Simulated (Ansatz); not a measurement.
Geometry optimisation, Ansatz 0.2.0, RKS BHLYP-D4/def2-mTZVP.

Input file:

```yaml
crystal:
  periodic: [false, false, false]
  atoms:
    - { symbol: C, position_ang: [-0.76268, -0.13186, -1.18727] }
    - { symbol: C, position_ang: [0.10676, -0.44947, -0.06463] }
    - { symbol: O, position_ang: [0.55569, -1.63677, 0.01385] }
    - { symbol: Al, position_ang: [0.55227, 1.05227, 1.32835] }
    - { symbol: H, position_ang: [-0.33521, 0.72699, -1.72435] }
    - { symbol: H, position_ang: [-1.70687, 0.26879, -0.79118] }
    - { symbol: H, position_ang: [-0.9436, -0.96775, -1.86339] }
    - { symbol: H, position_ang: [0.76977, -0.74588, 0.74817] }
    - { symbol: H, position_ang: [-0.08575, 2.41247, 1.05653] }
    - { symbol: H, position_ang: [1.47933, 0.5488, 2.45] }
total_charge: 1
basis:
  gaussian: { orbitals: def2-mTZVP }
hamiltonian:
  xc: { name: BHLYP }
  dispersion: d4
relax:
  f_tol: 0.02
  max_steps: 50
```

Run as:

```bash
$ ansatz run input.yaml --threads 2 --pin off --max-ram 3072MiB --backend cpu --events-out ev --progress --plain --runs-dir out
```

Task: Where does it end, and by what steps?

Result: It converged. Limits of this set-up: the dipole of an ion depends on the origin. After 12 steps the energy has fallen by 3.831 eV; H8 moved furthest, 0.87 Å. Parted: C2–H8.

| step | energy less start (eV) | largest force component (eV/Å) | accepted |
| --- | --- | --- | --- |
| 0 | 0.0000 | 4.442 | yes |
| 1 | -0.5686 | 2.542 | yes |
| 2 | -1.2233 | 4.097 | yes |
| 3 | -2.2815 | 4.244 | yes |
| 4 | -3.2242 | 3.054 | yes |
| 5 | -3.5825 | 1.732 | yes |
| 6 | -3.7175 | 1.137 | yes |
| 7 | -3.7399 | 0.844 | yes |
| 8 | -3.8143 | 0.491 | yes |
| 9 | -3.8299 | 0.156 | yes |
| 10 | -3.8307 | 0.082 | yes |
| 11 | -3.8310 | 0.031 | yes |
| 12 | -3.8310 | 0.009 | yes |

```xyz
10
Properties=species:S:1:pos:R:3
C -0.798 -0.089 -1.221
C 0.054 -0.258 -0.049
O 0.538 -1.424 0.086
Al 0.506 1.229 1.352
H -0.398 0.723 -1.827
H -1.774 0.269 -0.894
H -0.900 -0.989 -1.809
H 1.104 -1.537 0.863
H -0.148 2.603 1.076
H 1.445 0.549 2.391
```

Whether the end is a true minimum wasn't checked by a vibrational analysis.

Time of the run: 33 s on 2 threads of Arm Neoverse V1, on a shared host, peak memory 0.2 GiB.
